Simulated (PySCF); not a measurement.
How methods differ on the ionisation energy of F⁺

F⁺ [He] 2s2 2p4 (3P) → F²⁺ [He] 2s2 2p3 (4S), as a difference of total energies. Computed with PySCF 2.14 in aug-cc-pwCVDZ, with no relativity, point nucleus. Correlated levels: valence: 1s2 frozen; valence and next inner shell: nothing frozen. The calculations carry no spin-orbit coupling.

Q: Order these methods by the ionisation energy they give, lowest first.
A. MP2 (valence and next inner shell)
B. M06-L
C. PBE0
D. LDA

A: A (34.273 eV), B (35.143 eV), C (35.227 eV), D (35.281 eV).

Errors of the correlated levels include the incompleteness of this basis and the frozen core.

For comparison: 34.950 eV (measured; NIST levels, between the centres of gravity of the two terms).
